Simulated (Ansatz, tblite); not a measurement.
Forces on the cluster CuSi4⁺ at its PBE-D4/def2-SVP geometry. Charge 1, multiplicity 1.

The xTB rows come from tblite. The restricted singlet is unstable towards broken spin symmetry in Hartree–Fock (as tested in another run); at PBE-D4/def2-TZVP this wasn't settled. Another isomer (singlet) lies 5.19 eV lower at PBE0-D4/def2-TZVP; other spin states weren't run for this one.

GFN1-xTB (tblite), largest force 0.62 eV/Å:

```xyz
5
positions Å, forces eV/Å
Cu    0.002    0.007    0.000    0.000    0.001    0.000
Si   -1.618    0.454    4.204    0.060   -0.016   -0.156
Si   -0.796    0.229    2.069   -0.223    0.062    0.580
Si    0.797   -0.221   -2.070    0.223   -0.065   -0.580
Si    1.615   -0.468   -4.203   -0.060    0.018    0.157
```

GFN2-xTB (tblite), largest force 1.92 eV/Å:

```
Cu 0.000 0.001 0.000
Si 0.440 -0.120 -1.143
Si -0.685 0.189 1.779
Si 0.682 -0.204 -1.779
Si -0.437 0.134 1.142
```

PBE-D4/def2-TZVP (Ansatz), largest force 0.08 eV/Å:

```
Cu 0.000 0.000 0.000
Si 0.030 -0.008 -0.078
Si -0.002 0.001 0.006
Si 0.002 -0.002 -0.006
Si -0.030 0.009 0.077
```
